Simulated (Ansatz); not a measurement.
Molecular dynamics of FGaH₄

Input:

```yaml
crystal:
  periodic: [false, false, false]
  atoms:
    - { symbol: Ga, position_ang: [0.009702, -0.149838, -0.073711] }
    - { symbol: H, position_ang: [0.017192, -0.002253, 1.703875] }
    - { symbol: H, position_ang: [1.437655, 0.159404, -0.634057] }
    - { symbol: H, position_ang: [-1.437077, 0.096157, -0.61623] }
    - { symbol: F, position_ang: [0.059197, -1.974582, 0.815261] }
    - { symbol: H, position_ang: [0.041731, -1.040788, 1.557163] }
basis:
  gaussian: { orbitals: def2-SVP }
hamiltonian:
  xc: pbe
md:
  timestep: 0.5
  n_steps: 200
  ensemble: nve
  temperature: 300.0
  initial_velocities: maxwell_boltzmann
  seed: 4642
```

Command:

```bash
$ ansatz run input.yaml --threads 1 --pin off --max-ram 2048MiB --backend cpu --events-out ev --progress --plain --runs-dir out
```

It starts at the highest image of a converged band, a first-order saddle point between two minima.

Output, in part (one step line in 7, the closing report, with atoms numbered from 0):

```
md step     0: t =     0.00 fs  T =   300.0 K  F+E_penalty+E_count = -55139.40360065 eV  E_kin = 0.155112 eV  conserved = -55139.24848865 eV  (24 SCF iters)
md step     7: t =     3.50 fs  T =   225.9 K  F+E_penalty+E_count = -55139.36508521 eV  E_kin = 0.116809 eV  conserved = -55139.24827607 eV  (29 SCF iters)
md step    14: t =     7.00 fs  T =   200.1 K  F+E_penalty+E_count = -55139.35174497 eV  E_kin = 0.103464 eV  conserved = -55139.24828077 eV  (29 SCF iters)
md step    21: t =    10.50 fs  T =   258.2 K  F+E_penalty+E_count = -55139.38186623 eV  E_kin = 0.133519 eV  conserved = -55139.24834685 eV  (26 SCF iters)
md step    28: t =    14.00 fs  T =   478.6 K  F+E_penalty+E_count = -55139.49585452 eV  E_kin = 0.247471 eV  conserved = -55139.24838374 eV  (26 SCF iters)
md step    35: t =    17.50 fs  T =   798.0 K  F+E_penalty+E_count = -55139.66082849 eV  E_kin = 0.412599 eV  conserved = -55139.24822988 eV  (27 SCF iters)
md step    42: t =    21.00 fs  T =  1130.5 K  F+E_penalty+E_count = -55139.83293136 eV  E_kin = 0.584489 eV  conserved = -55139.24844257 eV  (26 SCF iters)
md step    49: t =    24.50 fs  T =  1465.2 K  F+E_penalty+E_count = -55140.00638581 eV  E_kin = 0.757572 eV  conserved = -55139.24881348 eV  (27 SCF iters)
md step    56: t =    28.00 fs  T =  1631.2 K  F+E_penalty+E_count = -55140.09242248 eV  E_kin = 0.843391 eV  conserved = -55139.24903100 eV  (26 SCF iters)
md step    63: t =    31.50 fs  T =  1634.0 K  F+E_penalty+E_count = -55140.09398120 eV  E_kin = 0.844868 eV  conserved = -55139.24911309 eV  (26 SCF iters)
md step    70: t =    35.00 fs  T =  1414.0 K  F+E_penalty+E_count = -55139.97973874 eV  E_kin = 0.731092 eV  conserved = -55139.24864650 eV  (26 SCF iters)
md step    77: t =    38.50 fs  T =  1128.3 K  F+E_penalty+E_count = -55139.83162921 eV  E_kin = 0.583391 eV  conserved = -55139.24823870 eV  (27 SCF iters)
md step    84: t =    42.00 fs  T =  1089.6 K  F+E_penalty+E_count = -55139.81143135 eV  E_kin = 0.563389 eV  conserved = -55139.24804197 eV  (28 SCF iters)
md step    91: t =    45.50 fs  T =  1256.9 K  F+E_penalty+E_count = -55139.89784840 eV  E_kin = 0.649878 eV  conserved = -55139.24797037 eV  (25 SCF iters)
md step    98: t =    49.00 fs  T =  1462.3 K  F+E_penalty+E_count = -55140.00439293 eV  E_kin = 0.756071 eV  conserved = -55139.24832229 eV  (25 SCF iters)
md step   105: t =    52.50 fs  T =  1479.6 K  F+E_penalty+E_count = -55140.01361180 eV  E_kin = 0.765038 eV  conserved = -55139.24857359 eV  (24 SCF iters)
md step   112: t =    56.00 fs  T =  1330.7 K  F+E_penalty+E_count = -55139.93655958 eV  E_kin = 0.688004 eV  conserved = -55139.24855595 eV  (23 SCF iters)
md step   119: t =    59.50 fs  T =  1187.1 K  F+E_penalty+E_count = -55139.86275256 eV  E_kin = 0.613789 eV  conserved = -55139.24896306 eV  (24 SCF iters)
md step   126: t =    63.00 fs  T =  1041.8 K  F+E_penalty+E_count = -55139.78748812 eV  E_kin = 0.538657 eV  conserved = -55139.24883120 eV  (23 SCF iters)
md step   133: t =    66.50 fs  T =  1032.2 K  F+E_penalty+E_count = -55139.78243828 eV  E_kin = 0.533698 eV  conserved = -55139.24874034 eV  (25 SCF iters)
md step   140: t =    70.00 fs  T =  1079.9 K  F+E_penalty+E_count = -55139.80702420 eV  E_kin = 0.558363 eV  conserved = -55139.24866158 eV  (25 SCF iters)
md step   147: t =    73.50 fs  T =  1191.4 K  F+E_penalty+E_count = -55139.86424386 eV  E_kin = 0.615986 eV  conserved = -55139.24825833 eV  (25 SCF iters)
md step   154: t =    77.00 fs  T =  1344.6 K  F+E_penalty+E_count = -55139.94339624 eV  E_kin = 0.695225 eV  conserved = -55139.24817080 eV  (25 SCF iters)
md step   161: t =    80.50 fs  T =  1389.4 K  F+E_penalty+E_count = -55139.96650248 eV  E_kin = 0.718383 eV  conserved = -55139.24811901 eV  (25 SCF iters)
md step   168: t =    84.00 fs  T =  1360.9 K  F+E_penalty+E_count = -55139.95192901 eV  E_kin = 0.703631 eV  conserved = -55139.24829797 eV  (24 SCF iters)
md step   175: t =    87.50 fs  T =  1153.0 K  F+E_penalty+E_count = -55139.84440359 eV  E_kin = 0.596121 eV  conserved = -55139.24828220 eV  (23 SCF iters)
md step   182: t =    91.00 fs  T =  1037.8 K  F+E_penalty+E_count = -55139.78521269 eV  E_kin = 0.536568 eV  conserved = -55139.24864507 eV  (23 SCF iters)
md step   189: t =    94.50 fs  T =  1126.5 K  F+E_penalty+E_count = -55139.83118917 eV  E_kin = 0.582425 eV  conserved = -55139.24876397 eV  (23 SCF iters)
md step   196: t =    98.00 fs  T =  1319.8 K  F+E_penalty+E_count = -55139.93141167 eV  E_kin = 0.682408 eV  conserved = -55139.24900360 eV  (23 SCF iters)
md step   200: t =   100.00 fs  T =  1378.0 K  F+E_penalty+E_count = -55139.96061101 eV  E_kin = 0.712493 eV  conserved = -55139.24811767 eV  (24 SCF iters)
Total energy: -55139.96065855 eV, -2026.3561789940 hartree
Atom 0 at     0.010201    -0.276382    -0.064601 Å, force     0.378739     1.511284    -0.265798 eV/Å
Atom 1 at     0.192251     3.575945     5.455264 Å, force     0.377381     0.425610    -1.213655 eV/Å
Atom 2 at     1.390897     0.510016    -0.225622 Å, force    -0.119783    -0.340970     0.049273 eV/Å
Atom 3 at    -1.380992     0.417521    -0.186014 Å, force    -0.307317    -0.090091     0.001821 eV/Å
Atom 4 at     0.050536    -1.968311     0.296244 Å, force     0.048283    -1.080308     0.214909 eV/Å
Atom 5 at    -0.013943     3.343830     6.119252 Å, force    -0.377304    -0.425524     1.213449 eV/Å
Dipole moment:    -0.017279     0.301208    -0.070366 e Å
```

All steps were run. The conserved energy stayed within 0.11 meV per atom of its start (net change 0.062 meV per atom), so the integration is sound. The system heated up, since it started high on the potential surface and ran downhill. A run of 0.1 ps of so small a system gives no equilibrium averages. The orbitals stay closed-shell, which can raise the energy where a bond breaks towards radicals; this wasn't checked here.

The step under study would form Ga1–F5, H2–H6 and break Ga1–H2, F5–H6. These pairs go: Ga1–F5 2.03 → 1.73 Å, H2–H6 1.05 → 0.73 Å, Ga1–H2 1.78 → 6.73 Å, F5–H6 1.19 → 7.88 Å. In the last frame they stand as after the step (other bonds may differ from the relaxed reactants and products). Also parted: Ga1–H6 1.86 → 7.17 Å. It ends as FGaH2 + H2. Pairs count as bonded within 1.25 times the sum of covalent radii (0.12 Å more for H–H).

Last frame:

```xyz
6
Properties=species:S:1:pos:R:3
Ga 0.010 -0.276 -0.065
H 0.192 3.576 5.455
H 1.391 0.510 -0.226
H -1.381 0.417 -0.186
F 0.051 -1.968 0.296
H -0.014 3.344 6.119
```

The run took 3.8 min on 1 thread of Arm Neoverse V1 (shared host), peak memory 0.1 GiB.
